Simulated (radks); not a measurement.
The numbers below are computed, except where a source is named.
Neutral chlorine inside a hard spherical wall (all orbitals vanish at R), configuration held at [Ne] 3s2 3p5 and not refilled when levels cross. Level of theory: non-relativistic Kohn-Sham, LDA (Slater exchange, Perdew-Wang correlation), spin-polarised, spherical densities, point nucleus; open shells are filled with parallel spins first (a radial shooting solver on a logarithmic mesh with Libxc functionals). Eigenvalues in eV for spin up, with the zero of energy where the potential of the charges vanishes at infinity; a dash marks a level that is unbound or too diffuse for the functional's potential to be trusted. A positive occupied level is held by the wall or, in an anion where self-interaction has pushed it up, behind a barrier. The pressure on the wall is -dE/dV.

| R (bohr) | E (hartree) | kinetic (hartree) | e(2s) | e(2p) | e(3s) | e(3p) | e(4s, empty) | e(4p, empty) | pressure (GPa) |
|---|---|---|---|---|---|---|---|---|---|
| free | -458.66551 | 457.764 | -250.07 | -191.65 | -20.933 | -9.078 | -0.326 | - | 0 |
| 20 | -458.66551 | 457.764 | -250.07 | -191.65 | -20.933 | -9.078 | -0.314 | 0.485 | < 0.0001 |
| 7 | -458.66437 | 457.776 | -249.99 | -191.56 | -20.865 | -9.012 | 1.738 | 4.626 | 0.0873 |
| 6 | -458.65981 | 457.813 | -249.75 | -191.32 | -20.688 | -8.832 | 3.549 | 7.289 | 0.599 |
| 5 | -458.63641 | 457.972 | -248.89 | -190.46 | -20.087 | -8.196 | 7.651 | 12.720 | 4.49 |
| 4 | -458.50891 | 458.680 | -245.93 | -187.46 | -18.074 | -5.954 | 18.267 | 25.369 | 39.5 |
| 3 | -457.72718 | 462.059 | -235.63 | -176.99 | -10.692 | 2.527 | 51.151 | 60.853 | 456 |
| 2.5 | -456.21274 | 467.426 | -223.22 | -164.30 | -0.129 | 14.487 | 93.295 | 103.74 | 1820 |
| 2 | -451.76805 | 480.732 | -200.08 | -140.42 | 25.778 | 42.628 | 185.47 | 193.70 | 8760 |
| 1.5 | -436.59490 | 519.028 | -154.87 | -92.956 | 104.71 | 122.59 | 422.41 | 414.44 | 57900 |
